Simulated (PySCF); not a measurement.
Compound: C₇H₉ClNP.
SMILES with atom numbers: `[CH3:1][CH:2]([CH3:3])[c:4]1[cH:5][n:6][c:7]([Cl:8])[cH:9][p:10]1` (hydrogens: H11, H12, H13 on C1; H14 on C2; H15, H16, H17 on C3; H18 on C5; H19 on C9)

The same species was optimised twice, with GFN2-xTB and with PBE0-D3(BJ)/def2-SVP (PySCF), and the same property calculations (PySCF, gas phase) were run on both structures.

```
     coordinate  GFN2-xTB  PBE0-D3(BJ)/def2-SVP  change
      C4–C5 (Å)     1.383                 1.397  +0.014
      C7–C9 (Å)     1.380                 1.394  +0.014
     C7–Cl8 (Å)     1.734                 1.745  +0.011
      C5–N6 (Å)     1.321                 1.329  +0.008
      C2–C4 (Å)     1.511                 1.518  +0.007
     C4–P10 (Å)     1.748                 1.742  -0.006
     C9–P10 (Å)     1.732                 1.729  -0.003
      N6–C7 (Å)     1.312                 1.314  +0.002
      C1–C2 (Å)     1.529                 1.528  -0.001
      C2–C3 (Å)     1.529                 1.529   0.000
  N6–C7–Cl8 (°)     114.4                 115.7    +1.3
  C2–C4–P10 (°)     117.0                 118.2    +1.2
   C1–C2–C4 (°)     110.9                 111.8    +0.9
   C2–C4–C5 (°)     121.0                 120.2    -0.8
  Cl8–C7–C9 (°)     118.1                 117.4    -0.7
   C1–C2–C3 (°)     111.2                 111.8    +0.6
   N6–C7–C9 (°)     127.5                 126.9    -0.6
  C4–P10–C9 (°)      99.9                 100.5    +0.6
C1–C2–C4–C5 (°)        62                    61      -1
```

Rotational constants: A = 2254, B = 530.8, C = 473.3 MHz (GFN2-xTB) against A = 2254, B = 523.2, C = 467.6 MHz (PBE0-D3(BJ)/def2-SVP).

On the GFN2-xTB structure: HOMO (eV) -7.57 [PBE0/pcSseg-1]; LUMO (eV) -2.27 [PBE0/pcSseg-1]; dipole (D) 3.07 [PBE0/pcSseg-1]; GIAO shielding of C1/C3 (mean) (ppm) 159.3 [PBE0/pcSseg-1]; GIAO shielding of C2 (ppm) 146.8 [PBE0/pcSseg-1]; GIAO shielding of C4 (ppm) 5.8 [PBE0/pcSseg-1]; GIAO shielding of C5 (ppm) 31.3 [PBE0/pcSseg-1]; GIAO shielding of N6 (ppm) -88.4 [PBE0/pcSseg-1]; GIAO shielding of C7 (ppm) 24.0 [PBE0/pcSseg-1]; GIAO shielding of Cl8 (ppm) 606.7 [PBE0/pcSseg-1]; GIAO shielding of C9 (ppm) 29.2 [PBE0/pcSseg-1].

Problem. What do these properties become on the PBE0-D3(BJ)/def2-SVP structure?

Solution. 
```
                                    property          level  on GFN2-xTB  on PBE0-D3(BJ)/def2-SVP  change
                                   HOMO (eV)  PBE0/pcSseg-1        -7.57                    -7.59   -0.02
                                   LUMO (eV)  PBE0/pcSseg-1        -2.27                    -2.25   +0.02
                                  dipole (D)  PBE0/pcSseg-1         3.07                     3.06   -0.01
energy, GFN2-xTB geometry as zero (kcal/mol)  PBE0/pcSseg-1          0.0                     -0.5    -0.5
        GIAO shielding of C1/C3 (mean) (ppm)  PBE0/pcSseg-1        159.3                    157.3    -2.0
                  GIAO shielding of C2 (ppm)  PBE0/pcSseg-1        146.8                    146.4    -0.4
                  GIAO shielding of C4 (ppm)  PBE0/pcSseg-1          5.8                      5.5    -0.3
                  GIAO shielding of C5 (ppm)  PBE0/pcSseg-1         31.3                     27.9    -3.4
                  GIAO shielding of N6 (ppm)  PBE0/pcSseg-1        -88.4                    -88.5    -0.1
                  GIAO shielding of C7 (ppm)  PBE0/pcSseg-1         24.0                     21.3    -2.7
                 GIAO shielding of Cl8 (ppm)  PBE0/pcSseg-1        606.7                    599.0    -7.7
                  GIAO shielding of C9 (ppm)  PBE0/pcSseg-1         29.2                     27.6    -1.6
```

The heavy atoms differ by 0.027 Å rms after alignment. Among bonds between heavy atoms C4–C5 and C7–C9 change most and about equally (+0.014 Å). Changes are differences of the printed values. Neither structure is proved a minimum here.

Conformer computed: `[CH3:1][CH:2]([CH3:3])[c:4]1[cH:5][n:6][c:7]([Cl:8])[cH:9][p:10]1`: C1–C2–C4–C5 61°.
